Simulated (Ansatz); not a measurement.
A geometry relaxed with B3LYP-D3(BJ)/def2-TZVP (Ansatz, a program for electronic structure), charge 0, multiplicity 1:

```xyz
10

Ga     0.0010     0.0005    -0.0147
H     -1.7611     1.7713     0.0686
H     -2.0201    -1.4702    -0.0369
N      1.8212    -0.1512     0.1742
N     -0.7747     1.6604    -0.1048
H     -0.6582    -2.4070     0.0495
H      2.4100     0.6380    -0.0425
N     -1.0279    -1.5059    -0.2087
H      2.2783    -1.0084    -0.0956
H     -0.2685     2.4724     0.2110
```

Question: Write the SMILES of this molecule.

Answer: `[NH2][Ga]([NH2])[NH2]`
